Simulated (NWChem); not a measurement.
A series in which one site is exchanged, each optimised at PBE0/def2-SVP with NWChem, gas phase unless a solvent is named. This build's default masses of Se (78.918 u) and Br (79.917 u) are each other's, which moves their modes by up to 0.6 %. Some are not confirmed as minima by frequencies. def2 effective core potentials on Sn; no spin-orbit coupling.

A: [Br][SnH]([Br])[Cl] (SnHBr$_{2}$Cl; site = Sn)
B: BrC(Cl)Br (CHBr₂Cl; site = C)
C: Cl[SiH](Br)Br (SiHBr₂Cl; site = Si)
D: [Br][GeH]([Br])[Cl] (GeHBr2Cl; site = Ge)

| quantity | A | B | C | D |
|---|---|---|---|---|
| dipole (D), PBE0/def2-SVP | [?] | 1.01 | 0.85 | 1.31 |
| orbital gap (eV), PBE0/def2-SVP | [?] | 6.81 | 7.98 | 6.88 |
| static polarisability, PBE/def2-SVPD (bohr³) | [?] | 74.2 | 85.0 | 91.3 |
| lowest singlet excitation, PBE/def2-SVPD, TDA (eV) | [?] | 4.52 | 5.64 | 4.65 |

**Question.** Some entries are withheld; supply them.

**Answer.** 
- dipole (D), PBE0/def2-SVP, A: 1.90
- orbital gap (eV), PBE0/def2-SVP, A: 6.09
- static polarisability, PBE/def2-SVPD (bohr³), A: 102.6
- lowest singlet excitation, PBE/def2-SVPD, TDA (eV), A: 4.00
